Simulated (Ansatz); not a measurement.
This geometry of CH$_{2}$AlFOS (7 atoms, charge 0, multiplicity 1) is a first-order saddle point.

Level of theory: RKS LDA/def2-SVP in Ansatz 0.2.0.

```xyz
7
Properties=species:S:1:pos:R:3
F -0.070 -1.928 0.333
C -0.154 -0.582 0.274
S -0.433 0.028 1.963
O -1.089 -0.191 -0.675
Al 0.447 0.431 -1.259
H 0.552 0.964 1.913
H 0.809 1.209 -2.594
```

Q: Which two structures does it join? (They come from a converged band through this point; their orientation in space is the band's.)

A: No bond is made or broken. The dihedral F1–C2–S3–H6 goes from 54 to -68°.

Image 0:

```xyz
7
Properties=species:S:1:pos:R:3
F 0.085 -1.690 0.508
C -0.128 -0.384 0.239
S -0.540 0.518 1.750
O -1.061 -0.175 -0.743
Al 0.468 0.444 -1.404
H 0.566 0.097 2.432
H 0.671 1.121 -2.828
```

Image 8:

```xyz
7
Properties=species:S:1:pos:R:3
F 0.175 -1.758 0.438
C 0.161 -0.426 0.233
S 0.511 0.476 1.741
O -0.981 -0.042 -0.468
Al 0.383 0.458 -1.457
H -0.660 0.135 2.375
H 0.472 1.089 -2.908
```

Q: How far does it lie above each of them?

A: 0.125 eV above the first and 0.171 eV above the second. This is the barrier of this one path; another mechanism may lie lower.

The run took 2.5 min on 1 thread of Arm Neoverse V1 (shared host), peak memory 0.12 GiB.
